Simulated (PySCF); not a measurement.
Spectrum to structure. Computed with TDDFT B3LYP/def2-SVPD, vertical, gas phase, core orbitals frozen in the response (PySCF). Geometries: PBE0-D3(BJ)/def2-SVP, one conformer each.

| state | ν̃ (cm⁻¹) | f | main configurations (H = HOMO, L = LUMO) |
| --- | --- | --- | --- |
| S1 | 47460 | 0.0059 | H→L (80%), H→L+1 (18%) |
| S2 | 49470 | 0.0083 | H→L+2 (95%) |
| S3 | 51400 | 0.062 | H→L+3 (82%), H→L+1 (15%) |
| S4 | 52300 | 0.217 | H→L+1 (55%), H→L (16%), H→L+3 (16%) |
| S5 | 56100 | 0.021 | H→L+4 (63%), H→L+5 (31%) |
| S6 | 56490 | 0.0007 | H-1→L (75%), H-1→L+1 (12%) |
| S7 | 56810 | 0.014 | H→L+5 (59%), H→L+4 (32%) |
| S8 | 58140 | 0.0034 | H-2→L (41%), H→L+6 (36%), H-2→L+1 (12%) |
| S9 | 58290 | 0.0033 | H→L+6 (48%), H-2→L (32%) |
| S10 | 58940 | 0.0018 | H-1→L+1 (41%), H→L+7 (32%), H-2→L+1 (9%) |

Orbital energies (eV): HOMO-3 -8.75, HOMO-2 -8.32, HOMO-1 -8.19, HOMO -6.77, LUMO -0.10, LUMO+1 -0.06, LUMO+2 0.19.

Question: Which candidate is it? All have the formula C5H12OSi2.
A. `CC(C)O[SiH2]C#C[SiH3]`
B. `C=C(C)[C@H]1C[SiH2]O[SiH2]1`
C. `C=CC[C@H]1C[SiH2]O[SiH2]1`

Answer: B. Its S1 lies at 5.88 eV; the nearest of the others has S1 at 5.34 eV. S1 is HOMO→LUMO (80%), HOMO→LUMO+1 (18%). Löwdin shares by element: HOMO carbon 72% or more, silicon 6% or more (atoms not listed hold the other 22%); LUMO silicon 37%, oxygen 12%, hydrogen 7% or more (atoms not listed hold the other 45%). At the same level the other candidates give, for their lowest levels:
- `C=CC[C@H]1C[SiH2]O[SiH2]1`: 6.53 eV (f 0.001); 6.77 eV (f 0.003); 6.79 eV (f 0.034); 6.84 eV (f 0.006); 7.03 eV (f 0.360); T1 4.41 eV; HOMO -7.36, LUMO -0.23 eV
- `CC(C)O[SiH2]C#C[SiH3]`: 5.34 eV (f 0.000); 5.59 eV (f 0.004); 5.69 eV (f 0.001); 6.04 eV (f 0.012); 6.43 eV (f 0.009); T1 4.51 eV; HOMO -7.85, LUMO -1.09 eV
Triplets come from the Tamm–Dancoff approximation.
